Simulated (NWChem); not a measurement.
Molecule: AlAsH₂F₂; SMILES [F][Al]([F])[AsH2]

```xyz
6

Al    -0.0726     1.0659     0.0317
As    -0.1735    -1.3293     0.1569
H      0.4950    -1.4228    -1.2112
H     -1.5747    -1.2954    -0.4457
F     -1.3422     2.0166     0.5158
F      1.3005     1.8542    -0.4620
```
Atoms are numbered in this order, from 1.

Program: NWChem. Pople sets run with spherical d functions. STO-3G and 3-21G are far too small for this property and stand as cheap habits. All runs use the structure optimised with PBE0/def2-SVP. GIAO values for the isolated, static molecule; σ is the absolute isotropic shielding, δ = σ(reference) − σ with the isolated reference molecule computed at the same levels (19F: trichlorofluoromethane, 1H: tetramethylsilane).

```csv
level,σ Al1 (ppm),σ As2 (ppm),δ H3 (ppm),δ F5 (ppm)
PBE/pcSseg-1,___,___,1.27,___
B3LYP/6-31G*,485.5,2157.9,1.36,-108.1
Hartree-Fock/STO-3G,433.4,2645.8,-0.56,-91.1
KT2/pcSseg-1,440.0,2101.3,1.28,-137.7
```

Q: Some entries are withheld; supply them.

A: 
- PBE/pcSseg-1, σ Al1 (ppm): 423.9
- PBE/pcSseg-1, σ As2 (ppm): 2067.8
- PBE/pcSseg-1, δ F5 (ppm): -132.5
